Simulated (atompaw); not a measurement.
**Before and after: PAW (atompaw) potential for niobium (Nb)**

Nb, PAW, made with atompaw 4.2.0.5 (LDA (PW92), scalar-relativistic). Core [Ar] 3d10, reference 4s2 4p6 4d2 5s0 5p0 (charge +3). Waves: 4s (bound): rc 1.25 bohr; 5s (bound, empty): rc 2.65 bohr; 4p (bound): rc 1.65 bohr; 5p (bound, empty): rc 1.75 bohr; 4d (bound): rc 2.65 bohr; 4d channel at -0.8 Ry: rc 2.65 bohr. Local part: troulliermartins scheme with l = 3 at 0 Ry, radius 1.90 bohr. Core correction: smooth core density matched at 2.25 bohr. Augmentation charge: besselshape compensation charge, radius 2.55 bohr; PAW radius 2.65 bohr; waves and projectors: custom polynom vanderbiltortho.

Change: augmentation besselshape compensation charge, radius 2.55 bohr; PAW radius 2.65 bohr; waves and projectors: custom polynom2 7 10 vanderbiltortho.

Cutoffs: the cutoffs (Ry, on a coarse ladder) from which the occupation-weighted sum of valence levels, in a spherical-Bessel basis at the reference potential, stays within 10 and 1 mRy of its value at 400 Ry; they do not see the model core or the augmentation charge, which bear on the density cutoff.

Problem. What does the change do?

Solution. The potential gets neither clearly harder nor softer (40 Ry and 70 Ry → 30 Ry and 80 Ry); the p channel sets the loose cutoff, while the largest relative change is in s, which becomes softer; neither file shows a bound ghost.

| quantity | base | changed |
| --- | --- | --- |
| cutoff, loose | 40 Ry | 30 Ry |
| cutoff, tight | 70 Ry | 80 Ry |
| loose cutoff by channel (10 mRy a level) | s 35 Ry, p 21 Ry, d 12 Ry | s 12 Ry, p 18 Ry, d 15 Ry |
| bound ghosts | none | none |
| s: phases at 2.66 bohr within 0.05 rad from the reference energy up to (Ry; the scan ends near 5) | -0.3 | -0.8 |
| p: phases at 2.66 bohr within 0.05 rad from the reference energy up to (Ry; the scan ends near 5) | to the end of the scan | to the end of the scan |
| d: phases at 2.66 bohr within 0.05 rad from the reference energy up to (Ry; the scan ends near 5) | to the end of the scan | 4.6 |
| lowest overlap eigenvalue by channel | s 0.49, p 0.74, d 0.89 | s 0.33, p 0.79, d 0.93 |

 The cutoffs see the waves, projectors and local potential, not the compensation charge or the core.
